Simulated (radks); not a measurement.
Problem. B III, configuration [He] 2s1. All-electron calculation, non-relativistic Kohn-Sham, exchange-only LDA, spin-polarised, spherical densities, point nucleus; open shells are filled with parallel spins first. Program: a radial shooting solver on a logarithmic mesh with Libxc functionals. Some entries of the table are withheld. Estimate them.

| orbital | occ. | eigenvalue (eV) | <1/r> (bohr^-1) | <r^2> (bohr^2) |
|---|---|---|---|---|
| 1s up | 1 | -207.0570 | 4.622 | (1) |
| 1s down | 1 | -206.1548 | 4.626 | (2) |
| 2s up | 1 | (3) | 0.8808 | (4) |
| 2s down | 0 | (5) | 0.8595 | (6) |

Solution. 
(1) 1s up <r^2> (bohr^2): 0.1493
(2) 1s down <r^2> (bohr^2): 0.1480
(3) 2s up eigenvalue (eV): -31.6126
(4) 2s up <r^2> (bohr^2): 3.152
(5) 2s down eigenvalue (eV): -25.2651
(6) 2s down <r^2> (bohr^2): 3.450
